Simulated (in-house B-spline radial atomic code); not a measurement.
**PBE0 excitations of the arsenic ion As³⁺**

Method: PBE0. Computed with a B-spline radial code for spherical atoms: linear response of the closed shell [Ar] 3d10 4s2 with the functional's adiabatic kernel; scalar-relativistic (spin-free one-electron X2C), finite nucleus, no spin-orbit coupling, no double excitations, S, P, D and F terms only; shells from n = 2 respond. Only terms of natural parity with L up to 3 were computed.

Command:
```bash
python run_td.py task.json out
```
Settings (radii: box in bohr, nucleus in fm):
```
Z                        33
electrons                30
configuration            [Ar] 3d10 4s2
hamiltonian              x2c
method                   pbe0
box_radius               23.08
rms_radius               4.0968
intervals                72
```

Time taken, with all properties: 2.3 s on 1 thread of Arm Neoverse N1 (shared host).

The lowest states, in the order of their Tamm-Dancoff energies; the method's threshold (minus the highest occupied level) is 45.57 eV. Labels give the largest channel, * marks a mixed state, and oscillator strengths are full-response dipole values. Semilocal kernels can invert the small singlet-triplet splittings of Rydberg terms. Energies in eV:

```csv
state,full response,Tamm-Dancoff,oscillator strength
4s → 4p 3P,9.475,9.677,-
4s → 4p 1P,13.920,14.438,1.64
4s → 4d 3D,25.353,25.383,-
4s → 4d 1D,26.395,26.409,-
4s → 5s 3S,?,?,-
4s → 5s 1S,27.642,27.671,-
4s → 5p 3P,30.46,30.47,-
4s → 5p 1P,30.88,30.92,0.0182
4s → 4f 3F,34.84,34.85,-
4s → 4f 1F,34.98,34.98,-
4s → 5d 3D,35.53,35.53,-
4s → 5d 1D,35.78,35.78,-
4s → 6s 3S,35.80,35.81,-
4s → 6s 1S,36.01,36.02,-
4s → 6p 3P,?,?,-
4s → 6p 1P,37.35,37.36,0.0132
```

**Question.** Where does 4s → 6p 3P lie?

**Answer.** At 37.24 eV in full response, 37.24 eV in Tamm-Dancoff.

**Question.** Where does 4s → 5s 3S lie?

**Answer.** At 26.832 eV in full response, 26.838 eV in Tamm-Dancoff.

**Question.** How large is the singlet-triplet splitting of 4s → 4p (P terms) in Tamm-Dancoff?

**Answer.** 4.76 eV, from the unrounded values.

**Question.** What polarisabilities and dispersion coefficient does the method give?

**Answer.** Dipole 6.992 bohr³, quadrupole 14.74 bohr⁵, C6 22.18 hartree·bohr⁶ for two such species.
